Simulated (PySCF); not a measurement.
Precursor series Hf OH-NH2. Gas-phase values, no solvent. One relaxed conformer stands for each flexible species; it need not be the lowest.

The HOMO–LUMO gap from two functionals at the same geometries (BP86-D3(BJ)/def2-SVP), both in PySCF: PBE-D3(BJ)/def2-TZVP and B3LYP-D3(BJ)/def2-TZVP. B3LYP has the VWN-RPA correlation part, as in Gaussian. 

| species | PBE-D3(BJ)/def2-TZVP (eV) |
|---|---|
| 0 of 4 OH replaced by NH2 ([Hf(OH)4]) | 6.09 |
| 3 of 4 OH replaced by NH2 | 4.69 |
| 4 of 4 OH replaced by NH2 ([Hf(NH2)4]) | 4.70 |

**Question.** What does B3LYP-D3(BJ)/def2-TZVP give for each?

**Answer.** 
- 0 of 4 OH replaced by NH2 ([Hf(OH)4]): 7.89
- 3 of 4 OH replaced by NH2: 6.22
- 4 of 4 OH replaced by NH2 ([Hf(NH2)4]): 6.24
Over these rows, drawn at random from the members with no instability flagged (it was tested for open shells, ions and some series alone), PBE minus B3LYP-D3(BJ): mean -1.62 eV, from -1.80 eV to -1.53 eV.
